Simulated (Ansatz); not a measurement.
`[CH3][Sc]([NH2])[Cl]` at its PBE0-D4/def2-TZVP geometry, where that method's forces vanish. Charge 0, multiplicity 1.

```xyz
9

C     0.8610    1.0370    0.8979
Sc   -0.7369    0.1516   -0.2809
N    -0.3779   -1.6476   -0.9678
Cl   -2.7326    1.2724   -0.6766
H     0.7034    2.1036    1.0970
H     1.8353    0.9360    0.4013
H     0.9572    0.5391    1.8728
H    -0.9900   -2.2273   -1.5285
H     0.4805   -2.1646   -0.8151
```

Q: What forces (eV/Å) does PBE-D4/def2-TZVPP give on these atoms in Ansatz? (Estimate.)

A: The calculation gave: 
```
C1  -0.083 -0.017 -0.058
Sc2 -0.020  0.134  0.053
N3  -0.057  0.183  0.061
Cl4 -0.085  0.048 -0.017
H5  -0.037  0.196  0.034
H6   0.179 -0.028 -0.103
H7   0.008 -0.104  0.181
H8  -0.211 -0.218 -0.201
H9   0.306 -0.194  0.049
```
